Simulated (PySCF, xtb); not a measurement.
ReO₂Br₃, SMILES [O]=[Re](=[O])([Br])([Br])[Br], multiplicity 1.

GFN2-xTB run with xtb at its own geometry gives an orbital gap of 0.42 eV and a dipole moment of 2.19 D.

Geometry optimised at B3LYP-D3(BJ)/def2-SVP. The multiplicity is an assumed one; other spin states were not compared. The def2 effective core potentials stand for the cores of Re; spin–orbit coupling is left out.

What does PBE0/def2-TZVP (PySCF) give? (Estimate from the structure and the level; the computed values follow.)

gap 2.79 eV (levels -8.14 and -5.35 eV), dipole 0.08 D.
